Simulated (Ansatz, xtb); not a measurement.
**Isomers of C3H8BFGe in order of energy**

3 gas-phase structures of C3H8BFGe, from a drawn sample of its isomers (lower ones may exist). Each was relaxed with GFN2-xTB; where two conformers were screened, the lower at r2SCAN-D4/def2-SVP is listed:

A. `B[CH2][Ge@H]([F])[CH]=C`, a singlet
B. `C=CC[B](F)[GeH3]`, a singlet
C. `C=C(C)[B](F)[GeH3]`, a singlet

Which do you expect lowest at r2SCAN-D4/def2-SVP, and how would the others follow?

Calculated order at r2SCAN-D4/def2-SVP: C (0.0), B (20.5), A (97.6) kJ/mol.

Energies above the lowest of each column, in kJ/mol; the last columns are at B3LYP-D3(BJ)/def2-SVP geometries and were run for some of them only (a dash: not run or not comparable):

```
structure  GFN2-xTB  HF/STO-3G  r2SCAN-D4/def2-SVP  B3LYP-D3(BJ)/def2-SVP  CCSD(T)/def2-SVP + ΔMP2/def2-TZVPP
        C       0.0        0.0                 0.0                    0.0                                 0.0
        B      15.6       26.1                20.5                   18.6                                18.9
        A      36.8      169.7                97.6                      –                                   –
```

Every level run on C puts it lowest or level with the lowest. Some further structures that were screened fall inside this span and aren't listed. Flexible structures stand in one conformer each, not always the lowest. Frequencies (GFN2-xTB) were run for B, C alone. ΔMP2 is the change of the MP2 energy from the smaller to the larger basis.

Programs: Ansatz 0.2.0, xtb 6.7.1.
